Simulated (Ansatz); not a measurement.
`[SiH3]C1=C(Cl)B1` → `ClC1=CB1` + `[SiH2]` at 400 K and 1 bar (silylene formation by 1,1-elimination).

Calculated with Ansatz (gas phase, PBE0-D4/def2-TZVP geometries, no zero-point term in ΔE). CBS: MP2 limit from def2 TZ/QZ plus the TZ coupled-cluster correction, frozen cores. This one scheme is used for every species.

```
           species  CCSD(T)/CBS energy (Eh)  H − E (kJ/mol)  S (J/(mol·K))
`[SiH3]C1=C(Cl)B1`               -852.09894           160.2          378.4
        `ClC1=CB1`               -561.81153           108.6          298.6
          `[SiH2]`               -290.19011            44.2          218.1
```

H − E and S are ideal-gas, rigid-rotor, harmonic terms from PBE0-D4/def2-TZVP. 1 Eh = 2625.50 kJ/mol, R = 8.31446 J/(mol·K).

By hand: ΔE, ΔH, ΔS and ΔG.

ΔE = (-561.81153) + (-290.19011) − (-852.09894) = 0.09730 Eh = 255.5 kJ/mol. Δ(H − E) = 108.6 + 44.2 − 160.2 = -7.4, so ΔH = 248.1 kJ/mol. ΔS = 298.6 + 218.1 − 378.4 = 138.3 J/(mol·K). ΔG = 248.1 − 400 × (138.3)/1000 = 192.8 kJ/mol.

By hand: the equilibrium constant, and the temperature at which ΔG would vanish if ΔH and ΔS stayed fixed.

log₁₀ K = −ΔG/(RT ln 10) = -25.2. ΔG = 0 at ΔH/ΔS = 1794 K.

The number of gas molecules changes by +1, which sets the sign of ΔS. A doubt of 5 kJ/mol in ΔE shifts log₁₀ K by 0.7 here. Modes under 60 cm⁻¹, often nearly free rotors, make the harmonic entropy too high. These are equilibria of isolated gas molecules and say nothing of rates. Largest T1 diagnostic: 0.014 (customary marks: 0.02 for closed shells, 0.045 for open ones).
